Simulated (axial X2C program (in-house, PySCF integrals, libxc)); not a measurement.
What spin–orbit coupling does to MnSb

All values were computed with an in-house all-electron X2C program for linear molecules (integrals from PySCF). Spin-free means the one-electron spin-free X2C Hamiltonian; two-component (2c) means X2C with spin–orbit coupling and atomic mean-field two-electron Coulomb and Gaunt terms, so the difference of the two also holds small scalar two-electron terms. Basis: Sb dyall-cv3z [11s12p8d4f1g], Mn dyall-cv3z [9s10p6d3f2g] (cores contracted in-house); Gaussian nuclei, density fitting, unrestricted open shells. Masses: Sb 120.904 u, Mn 54.938 u.

Spin-free state: M_S = 2, Λ = 1 (beyond evenly filled blocks: σα, π+α, δ+α, δ-α); fragments Sb + Mn.

```csv
level,Re (Å),ωe (cm⁻¹),De (eV),μ (D)
PBE0,2.488,251.0,0.959,4.21
CCSD,2.588,221.6,0.086,n/a
CCSD(T),2.576,224.3,0.175,n/a
BLYP,2.450,259.9,1.570,3.17
```

Correlated methods: 12 electrons correlated (number of frozen shells: Sb 4 s, 3 p, 2 d; Mn 3 s, 2 p), 322 virtual spin orbitals or spinors in MP2, 90 natural virtuals in coupled cluster.

Dipoles are positive if Mn is the positive end.

Two-component determinant lowest at the distance of the search:

Ω = 1 (⟨Sz⟩ = 2.07, ⟨Lz⟩ = -1.07 at HF); fragments Sb + Mn.

```
  level  Re (Å)  ωe (cm⁻¹)  De (eV)  μ (D)
   PBE0   2.498      244.3    1.080   4.11
   CCSD   2.605      211.5    0.208    n/a
CCSD(T)   2.592      214.8    0.289    n/a
   BLYP   2.461      253.2    1.661   3.04
```

Problem. From the two tables, how do the constants change at the CCSD(T) level (2c against spin-free)?

Solution. At the CCSD(T) level Re goes up by 0.016 Å and ωe falls by 9.5 cm⁻¹; De changes by 0.114 eV.

The state is one determinant whose occupation by symmetry is held fixed; it was picked as the lowest of a PBE0 search that is not exhaustive. De is counted from the lowest determinant-based energies of the atoms at the same level, without counterpoise correction. Density functionals use the spin component along the axis (collinear). Coupled cluster ran in a truncated set of natural virtual spinors; the MP2 energy of the rest was added. (T) has no such correction and the atoms are truncated less, which lowers De at CCSD(T) by a hundredth of an eV or more. Other states lie close and PBE0, whose exact exchange favours high spin, may order them wrongly; the determinant shown need not be the ground state. The nearest other spin-free determinant of the search, M_S = 2, Λ = 0, lies 0.20 eV up at the distance of the search. The functionals have no current-density term, which raises determinants with orbital currents, atoms included. The atomic limit has a lower orbital projection than the molecule and lies lower at mean-field level, so De may be about a tenth of an eV too small. With several unpaired electrons one determinant need not be a pure state. Open-shell Ω = 0 determinants with evenly filled partner blocks cannot be reached by this program, so the Ω shown need not be the lowest component. The determinant is spin-polarised beyond a pure state at some levels (its spin-free form has ⟨S²⟩ too high), which makes Re and μ there less reliable. The T1 diagnostic is large, a sign of multireference character. With the outer-core shells frozen, correlated bond lengths of heavy atoms tend to come out a few hundredths of an ångström too long.
